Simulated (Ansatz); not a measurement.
Computed with frozen-core CCSD(T)/cc-pVTZ // B3LYP-D3(BJ)/def2-TZVP (Ansatz, a program for electronic structure).

Ansatz 0.2 input:
```yaml
crystal:
  periodic: [false, false, false]
  atoms:
    - { symbol: O, position_ang: [1.245651, -0.734845, 0.008343] }
    - { symbol: Al, position_ang: [-0.078174, 0.31255, -0.006576] }
    - { symbol: O, position_ang: [-1.649314, -0.293701, 0.017936] }
    - { symbol: Cl, position_ang: [0.170728, 2.386951, -0.055648] }
    - { symbol: H, position_ang: [2.157194, -0.439543, -0.004527] }
    - { symbol: H, position_ang: [-1.846084, -1.231412, 0.040473] }
basis:
  gaussian: { orbitals: cc-pVTZ }
correlation:
  method: ccsd_t
```

Output:

```
Functional definition: HF
940 factors; integrals over basis functions are off by at most 1.1e-3 eV
mean field evaluation 1: about -23195.7875 eV, gradient 5.2e1 eV
mean field evaluation 2: about -23195.9102 eV, gradient 5.2e1 eV
mean field evaluation 4: about -23200.4275 eV, gradient 2.3e0 eV
mean field evaluation 8: about -23200.4664 eV, gradient 2.1e-1 eV
mean field evaluation 16: about -23195.7871 eV, gradient 5.2e1 eV
mean field -23200.46668343 eV, -852.6014247748 hartree, gradient 3.6e-6 eV, S^2 0.000000; 0 other end points of the search recorded, 0 dependent functions left out
12 core orbitals not correlated
reference -23200.46668343 eV, -852.6014247748 hartree; 12, 12 occupied and 132, 132 virtual orbitals, 940 factors
second order -20.27136445 eV of doubles, -0.00000000 eV of singles
cycle   1  -20.32503071 eV  change   -5.4e-2 eV  update   8.7e-2
cycle   2  -20.71650201 eV  change   -3.9e-1 eV  update   2.5e-2
cycle   3  -20.81526776 eV  change   -9.9e-2 eV  update   1.3e-2
cycle   4  -20.80233888 eV  change    1.3e-2 eV  update   3.0e-3
cycle   5  -20.80116469 eV  change    1.2e-3 eV  update   1.3e-3
cycle   6  -20.80173180 eV  change   -5.7e-4 eV  update   3.8e-4
cycle   7  -20.80148285 eV  change    2.5e-4 eV  update   1.4e-4
cycle   8  -20.80145040 eV  change    3.2e-5 eV  update   4.2e-5
cycle   9  -20.80146809 eV  change   -1.8e-5 eV  update   1.6e-5
perturbative correction -0.75219629 eV, -0.0276427038 hartree
Total energy: -23222.02034780 eV, -853.3935073311 hartree
```

Cost: about 50 core-seconds (a rough figure).
